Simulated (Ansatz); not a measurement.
## Ligand exchange: SiH2Br2 + C3H8Si → SiH2(SiH3)Br + C3H5Br

Gas-phase species: SiH2Br2 `Br[SiH2]Br`, singlet; C3H8Si (prop-2-enylsilane) `C=CC[SiH3]`, singlet; SiH2(SiH3)Br, singlet; C3H5Br `C=CCBr`, singlet. The partners trade Br for SiH3: Si–Br and C–SiH3 bonds give way to Si–SiH3 and C–Br.

Shapes, held fixed at every level: PBE0-D4/def2-TZVP. Flexible molecules stand in one conformer, not always the lowest. Programs: Ansatz 0.2.0. Electronic energies: no zero-point or thermal term.

```csv
level,kind,ΔE (kJ/mol),less CCSD(T)/def2-TZVPP
PBE-D4/def2-TZVPP,GGA,+114.4,-11.1
B3LYP-D4/def2-TZVPP,global hybrid,+122.9,-2.6
PBE0-D4/def2-TZVPP,global hybrid,+122.4,-3.1
wB97X-V/def2-TZVPP,range-separated hybrid,+127.4,+1.9
B2PLYP/def2-TZVPP,double hybrid,+126.3,+0.8
CCSD/def2-TZVPP,coupled cluster or CI,+127.1,+1.6
CCSD(T)/def2-TZVPP,coupled cluster or CI,+125.5,0.0
```

The highest level, CCSD(T)/def2-TZVPP, gives ΔE = +125.5 kJ/mol; the levels span +114.4 to +127.4. The column of differences is taken from that level and isn't an error. No measured value is set beside it here. Relativity is left out for Br. Outer-core shells of Br are correlated, in sets that cover them unevenly.
